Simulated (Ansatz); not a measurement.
One change: `C[O][W]([OH])([F])([Cl])([Cl])[O]C` becomes `C[O][W]([OH])([Cl])([Cl])([Cl])[O]C`.

Ansatz, PBE0-D4/def2-TZVP geometries, multiplicity 1. Each molecule was computed in one conformer, which needn't be the lowest.

Elements past krypton have def2 core potentials.

| property | `C[O][W]([OH])([F])([Cl])([Cl])[O]C` |
| --- | --- |
| LUMO energy (ωB97M-V/def2-TZVPP) / eV | -1.39 |
| HOMO–LUMO gap (B3LYP/def2-TZVPP) / eV | 4.53 |
| HOMO energy (B3LYP/def2-TZVPP) / eV | -8.07 |
| size of the dipole moment (ωB97M-V/def2-TZVPP) / D | 4.05 |
| HOMO–LUMO gap (PBE0/def2-TZVPP) / eV | 4.99 |
| HOMO energy (PBE/def2-TZVPP) / eV | -6.93 |

Problem. What does the change do to each property? (Best estimate.)

Solution. Computed: 
```json
{"property": "LUMO energy (ωB97M-V/def2-TZVPP) / eV", "`C[O][W]([OH])([Cl])([Cl])([Cl])[O]C`": "-1.90", "shift": "-0.51"}
{"property": "HOMO–LUMO gap (B3LYP/def2-TZVPP) / eV", "`C[O][W]([OH])([Cl])([Cl])([Cl])[O]C`": "3.99", "shift": "-0.54"}
{"property": "HOMO energy (B3LYP/def2-TZVPP) / eV", "`C[O][W]([OH])([Cl])([Cl])([Cl])[O]C`": "-7.98", "shift": "0.09"}
{"property": "size of the dipole moment (ωB97M-V/def2-TZVPP) / D", "`C[O][W]([OH])([Cl])([Cl])([Cl])[O]C`": "1.19", "shift": "-2.86"}
{"property": "HOMO–LUMO gap (PBE0/def2-TZVPP) / eV", "`C[O][W]([OH])([Cl])([Cl])([Cl])[O]C`": "4.44", "shift": "-0.55"}
{"property": "HOMO energy (PBE/def2-TZVPP) / eV", "`C[O][W]([OH])([Cl])([Cl])([Cl])[O]C`": "-6.87", "shift": "0.06"}
```

With PBE0 the HOMO rises by 0.09 eV and the LUMO falls by 0.46 eV, so the gap narrows by about 0.55 eV. PBE moves the HOMO by 0.06 eV and ωB97M-V by 0.10 eV. Dipoles are sizes alone; their direction can turn.

B3LYP here is the variant with VWN-RPA as its local correlation; programs differ in this.
